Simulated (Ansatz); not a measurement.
`[OH][SnH][F]` radical. The species carries charge 0 and has multiplicity 2. Sn takes the def2 core potential.

```xyz
5

O    -1.021    0.696    0.561
Sn    0.583   -0.421    0.394
F     1.341    0.183   -1.280
H    -0.908    1.583    0.206
H     0.006   -2.042    0.119
```

Question: What are the harmonic wavenumbers in cm⁻¹ at PBE0-D4/def2-TZVP (Ansatz, finite differences of forces, unscaled)? (An estimate is asked.)

Answer: The calculation gave: 138, 246, 472, 497, 594, 617, 814, 1734, 3874.

Question: Is this a minimum?

Answer: Yes, all 9 modes are real.

Question: Give the ideal-gas thermochemistry at 298.15 K and 1 bar (rigid rotor, harmonic oscillator; point group C1, symmetry number 1).

Answer: Zero-point energy 53.7 kJ/mol; H(298) − E = 69.0 kJ/mol; entropy 310.3 J/(mol·K), of which translation 171.8, rotation 103.1, vibration 29.6, electronic 5.8; G(298) − E = -23.6 kJ/mol.

Question: Rotational constants (cm⁻¹)?

Answer: 0.3584, 0.1982, 0.1327.
